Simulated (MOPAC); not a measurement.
A run for MOPAC: PM7 on TaSe, 2S+1 = 4, a spin state set in the input, which need not be the lowest, a point of a bond scan (R = 2.279 Å).

```
PM7 1SCF PRECISE CHARGE=0 UHF MS=1.5 THREADS=1
SeTa

Ta     0.00000000 1     0.00000000 1     0.00000000 1
Se     0.00000000 1     0.00000000 1     2.27933300 1
```

It printed:

```
*******************************************************************************
 **                                                                           **
 **                              MOPAC v23.2.5                                **
 **                                                                           **
 *******************************************************************************
 ** MOPAC's Digital Object Identifier: https://doi.org/10.5281/zenodo.6511958 **
 **                                                                           **
 ** Please cite the open-source release paper for use of this MOPAC version:  **
 ** J. E. Moussa and J. J. P. Stewart (2026)                                  **
 ** MOPAC: An open-source semiempirical molecular orbital program             **
 ** J. Open Source Softw., 11(119), 8025, https://doi.org/10.21105/joss.08025 **
 *******************************************************************************

                              PM7 CALCULATION RESULTS

 *******************************************************************************
 *  PM7        - The PM7 Hamiltonian to be used
 *  UHF        - UNRESTRICTED HARTREE-FOCK CALCULATION
 *
 *
 *
 *                 CHARGE ON SYSTEM = 0
 *
 *
 *
 *  MS=        - IN MECI, MAGNETIC COMPONENT OF SPIN =  1.5
 *  PRECISE    - TIGHTER CRITERIA TO BE USED
 *  1SCF       - DO 1 SCF AND THEN STOP
 *  THREADS=1  - MULTI-THREADING NOT USED
 *  T=         - A TIME OF 172800.0 SECONDS REQUESTED
 *  DUMP=N     - RESTART FILE WRITTEN EVERY 7200.0 SECONDS REQUESTED
 *******************************************************************************
PM7 1SCF PRECISE CHARGE=0 UHF MS=1.5 THREADS=1
 SeTa

   ATOM   CHEMICAL          X               Y               Z
  NUMBER   SYMBOL      (ANGSTROMS)     (ANGSTROMS)     (ANGSTROMS)

     1      Ta          0.00000000  *   0.00000000  *   0.00000000  *
     2      Se          0.00000000  *   0.00000000  *   2.27933300  *



          CARTESIAN COORDINATES

    NO.       ATOM           X           Y           Z

     1        Ta          0.0000      0.0000      0.0000
     2        Se          0.0000      0.0000      2.2793

 General Reference for PM7:
 "Optimization of Parameters for Semiempirical Methods VI: More Modifications to the
 NDDO Approximations and Re-optimization of Parameters", J. J. P. Stewart, J. Mol. Mod., 1:32, 19 (2013)
 https://link.springer.com/article/10.1007/s00894-012-1667-x

           Empirical Formula: Ta Se  =     2 atoms



      MOLECULAR POINT GROUP   :   C*v


          UHF CALCULATION, NO. OF ALPHA ELECTRONS =    7
                           NO. OF BETA  ELECTRONS =    4

 -------------------------------------------------------------------------------
 PM7 1SCF PRECISE CHARGE=0 UHF MS=1.5 THREADS=1
 SeTa



     1SCF WAS SPECIFIED, SO BFGS WAS NOT USED
     SCF FIELD WAS ACHIEVED


                              PM7 CALCULATION
                                                       MOPAC v23.2.5 Linux




          FINAL HEAT OF FORMATION =         77.62637 KCAL/MOL =     324.78875 KJ/MOL


          COSMO AREA              =        107.01 SQUARE ANGSTROMS
          COSMO VOLUME            =         97.94 CUBIC ANGSTROMS

          IONIZATION POTENTIAL    =          7.435211 EV
          ALPHA SOMO LUMO (EV)    =         -7.435  0.455
          BETA  SOMO LUMO (EV)    =         -9.761 -0.412
          NO. OF ALPHA ELECTRONS  =          7
          NO. OF BETA  ELECTRONS  =          4
          MOLECULAR WEIGHT        =        259.9079         POINT GROUP:  C*v

          MOLECULAR DIMENSIONS (Angstroms)

            Atom       Atom       Distance
           Se     2   Ta     1     2.27933
           Se     2   Ta     1     0.00000
           Ta     1   Se     2     0.00000


          SCF CALCULATIONS        =          1





   ATOM   CHEMICAL          X               Y               Z
  NUMBER   SYMBOL      (ANGSTROMS)     (ANGSTROMS)     (ANGSTROMS)

     1      Ta          0.00000000  *   0.00000000  *   0.00000000  *
     2      Se          0.00000000  *   0.00000000  *   2.27933300  *

                             CARTESIAN COORDINATES

   1   Ta        0.000000000     0.000000000     0.000000000
   2   Se        0.000000000     0.000000000     2.279333000


           Empirical Formula: Ta Se  =     2 atoms



      MOLECULAR POINT GROUP   :   C*v


          ALPHA EIGENVALUES
 -22.71183 -10.03331 -10.03331  -9.89996  -7.68103  -7.68103  -7.43521   0.45504
   0.45504   1.73663  25.07314  25.07314  25.98863


           BETA EIGENVALUES
 -22.80610  -9.90156  -9.76085  -9.76085  -0.41195   1.36785   1.36785   1.44620
   1.44620   2.32809  27.20319  29.01723  29.01723


              NET ATOMIC CHARGES AND DIPOLE CONTRIBUTIONS

  ATOM NO.   TYPE          CHARGE      No. of ELECS.   s-Pop       p-Pop       d-Pop
    1         Ta           0.036025        4.9640     1.06884     0.00034     3.89480
    2         Se          -0.036025        6.0360     1.91303     4.12300
 DIPOLE           X         Y         Z       TOTAL
 POINT-CHG.     0.000     0.000    -0.394     0.394
 HYBRID         0.000    -0.000    -1.083     1.083
 SUM            0.000    -0.000    -1.477     1.477


          ATOMIC ORBITAL ELECTRON POPULATIONS

     Atom    s        px        py        pz      x^2-y^2     xz        z^2       yz        xy
    1 Ta   1.06884   0.00002   0.00002   0.00030   1.00000   0.55861   0.77757   0.55861   1.00000
    2 Se   1.91303   1.44137   1.44137   1.24026


                    (SZ)    =    1.500000
                    (S**2)  =    3.772098


          ATOMIC ORBITAL SPIN POPULATIONS

    Atom   Total    s     px     py     pz   x^2-y^2  xz     z^2    yz     xy
         Atomic
    1 Ta  3.0939  0.439  0.000  0.000  0.000  1.000  0.089  0.475  0.089  1.000
    2 Se -0.0939  0.007 -0.089 -0.089  0.079

 **********************
 *                    *
 * JOB ENDED NORMALLY *
 *                    *
 **********************




 == MOPAC DONE ==
```

The run finished.

Cost: very roughly 0.03 core-seconds.
